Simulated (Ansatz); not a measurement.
# Reading a saddle point

A first-order saddle point of SnSiH$_{8}$O, singlet, PBE0-D4/def2-TZVP, with one imaginary mode of 917i cm⁻¹:

```xyz
11
angstrom
Sn -0.7429 -1.3321 -0.2226
Si 0.1407 1.7145 0.0049
H -0.6117 -3.0179 0.0580
H -1.7763 -0.6597 0.9478
H -1.0801 -1.0098 -1.8498
H 1.1232 0.0251 0.1242
O 1.3622 -1.0922 0.0675
H -0.1269 2.2574 1.3757
H 1.1011 2.6654 -0.6394
H -1.1501 1.9066 -0.7370
H 1.7608 -1.4575 0.8707
```

Program: Ansatz 0.2.0. Basis: def2-TZVPP and def2-QZVPP. Cores are frozen in the correlated methods. Filled d shells of the heavier atoms are correlated. Core potentials replace the inner electrons of the atoms past krypton. The def2 sets are not built for correlating such inner shells, so the correlated values are less sure here. Extrapolation: Hartree–Fock as exp(−7.88 √X), correlation as X^−2.97.

Which contacts change along the imaginary mode, and what lies on either side? (A judgement: the text doesn't fix the answer.)

By the calculation: The step is SnSiH₆ ([SiH3][SnH3]) + H₂O → SnH₄O ([OH][SnH3]) + SiH₄, with the molecules in contact on both sides. Shortening one way: Sn1–O7, Si2–H6; lengthening the same way: Sn1–Si2, H6–O7.
```json
{"pair": "Sn1–O7", "one side (Å)": "3.20", "saddle (Å)": "2.14", "other side (Å)": "1.97"}
{"pair": "Si2–H6", "one side (Å)": "3.47", "saddle (Å)": "1.96", "other side (Å)": "1.48"}
{"pair": "Sn1–Si2", "one side (Å)": "2.56", "saddle (Å)": "3.18", "other side (Å)": "4.14"}
{"pair": "H6–O7", "one side (Å)": "0.96", "saddle (Å)": "1.14", "other side (Å)": "3.11"}
```

Which side is lower, and how far does the saddle lie above each? (To be estimated.)

The calculation gives: The side with Sn1–Si2, H6–O7 short is lower by 21.7 kJ/mol; the saddle lies 191.1 kJ/mol above it and 169.4 kJ/mol above the other (CCSD(T) at an estimated basis limit (MP2 extrapolated from triple and quadruple zeta, plus CCSD(T) − MP2 in triple zeta); electronic energies).

The T1 diagnostic stays at or below 0.015.

Labels in which every atom is bracketed show which atoms are joined, not bond orders.

For scale, one of the runs: CCSD(T)/def2-TZVPP, 235 basis functions, launched by `ansatz run in.yaml --threads 4 --pin off --events-out ev --progress --plain --max-ram 9574MiB`. Hardware: 4 CPU threads of an Arm Neoverse V1, shared host. Wall time 2.3 min; peak host memory 4.5 GiB.
